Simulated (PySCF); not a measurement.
A species of formula C9H12O has this rotational fingerprint, computed with PySCF 2.14.0, PBE0-D3(BJ)/def2-SVP geometry optimisation, gas phase:

| Item | Value |
| --- | --- |
| Rotational constants | A = 3315, B = 731.2, C = 688.0 MHz |
| Dipole components | \|μa\| = 0.21 D, \|μb\| = 1.31 D, \|μc\| = 0.00 D |
| Inertial defect | -108.99 u·Å² |
| κ | -0.97 |

Problem. Which structure is it? (One computed conformer of each.)
A. `[CH3:1][CH2:2][CH2:3][c:4]1[cH:5][cH:6][cH:7][c:8]([OH:9])[cH:10]1` with C1–C2–C3–C4 63°, C2–C3–C4–C5 -101°, C7–C8–O9–H 0°
B. `[CH3:1][CH2:2][c:3]1[cH:4][cH:5][c:6]([O:7][CH3:8])[cH:9][cH:10]1` with C1–C2–C3–C4 89°, C5–C6–O7–C8 0°
C. `[CH3:1][CH:2]([CH3:3])[c:4]1[cH:5][cH:6][c:7]([OH:8])[cH:9][cH:10]1` with C1–C2–C4–C5 63°, C6–C7–O8–H 0°
D. `[CH3:1][CH2:2][CH2:3][O:4][c:5]1[cH:6][cH:7][cH:8][cH:9][cH:10]1` with C1–C2–C3–O4 180°, C2–C3–O4–C5 -179°, C3–O4–C5–C6 179°
E. `[CH3:1][O:2][c:3]1[cH:4][cH:5][cH:6][c:7]([CH3:8])[c:9]1[CH3:10]` with C1–O2–C3–C4 1°

Solution. C. It is CC(C)c1ccc(O)cc1, a near-prolate asymmetric top, point group Cs. The candidates at the same level (rigid rotor, commonest isotopes):

```
          SMILES  A (MHz)  B (MHz)  C (MHz)  μa (D)  μb (D)  μc (D)  Δ (u·Å²)  point group                        rotor
  COc1cccc(C)c1C     2210     1112    750.3    0.86    0.17    0.00     -9.54           Cs               asymmetric top
  CCCc1cccc(O)c1     2359    842.4    719.0    0.72    0.64    0.40   -111.29           C1               asymmetric top
CC(C)c1ccc(O)cc1     3315    731.2    688.0    0.21    1.31    0.00   -108.99           Cs  near-prolate asymmetric top
  CCc1ccc(OC)cc1     3888    683.1    617.0    0.41    1.15    0.05    -50.78           C1  near-prolate asymmetric top
    CCCOc1ccccc1     4437    595.6    530.4    1.12    0.86    0.00     -9.53           Cs  near-prolate asymmetric top
```

`COc1cccc(C)c1C` has B 52 % too high; `CCCOc1ccccc1` has A 34 % too high; `CCc1ccc(OC)cc1` has A 17 % too high; `CCCc1cccc(O)c1` has A 29 % too low. In the right answer the mirror of this Cs structure is the ab plane, so μc vanishes by symmetry. No structure here is proved a minimum.
